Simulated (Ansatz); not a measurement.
`CO[SiH]([SiH3])Cl` + H₂S → `CO[SiH]([SiH3])S` + HCl at 700 K and 1 bar (ligand exchange at the Si–Cl bond).

Program: Ansatz. Geometries: PBE0-D4/def2-TZVP. ΔE: electronic, gas phase. CCSD(T)/CBS is the MP2 limit (def2-TZVPP, def2-QZVPP) plus CCSD(T) − MP2 in def2-TZVPP, frozen cores. This one scheme is used for every species. One conformer a species, not always the lowest.

```tsv
species	CCSD(T)/CBS energy (Eh)	H − E (kJ/mol)	S (J/(mol·K))
`CO[SiH]([SiH3])Cl`	-1155.45034	297.7	530.2
H₂S	-398.97279	64.8	236.9
`CO[SiH]([SiH3])S`	-1094.02757	326.5	550.8
HCl	-460.38127	38.4	211.8
```

H − E and S are ideal-gas, rigid-rotor, harmonic terms from PBE0-D4/def2-TZVP, for one conformer and one mirror image of each species. 1 Eh = 2625.50 kJ/mol, R = 8.31446 J/(mol·K).

**Question.** By hand: ΔE, ΔH, ΔS and ΔG.

**Answer.** ΔE = (-1094.02757) + (-460.38127) − (-1155.45034) − (-398.97279) = 0.01429 Eh = 37.5 kJ/mol. Δ(H − E) = 326.5 + 38.4 − 297.7 − 64.8 = 2.4, so ΔH = 39.9 kJ/mol. ΔS = 550.8 + 211.8 − 530.2 − 236.9 = -4.5 J/(mol·K). ΔG = 39.9 − 700 × (-4.5)/1000 = 43.0 kJ/mol.

**Question.** By hand: the equilibrium constant, and the temperature at which ΔG would vanish if ΔH and ΔS stayed fixed.

**Answer.** log₁₀ K = −ΔG/(RT ln 10) = -3.2. ΔH and −TΔS have one sign here, so there is no such temperature.

The number of gas molecules stays the same, so ΔS is small and ΔH decides. A doubt of 5 kJ/mol in ΔE shifts log₁₀ K by 0.4 here. Other conformers and mirror images would add mixing entropy, several J/(mol·K) or more a flexible species. These are equilibria of isolated gas molecules and say nothing of rates. Largest T1 diagnostic: 0.012 (customary marks: 0.02 for closed shells, 0.045 for open ones).

ΔS is within the doubt of such terms, so its sign, and with it that verdict, could turn.
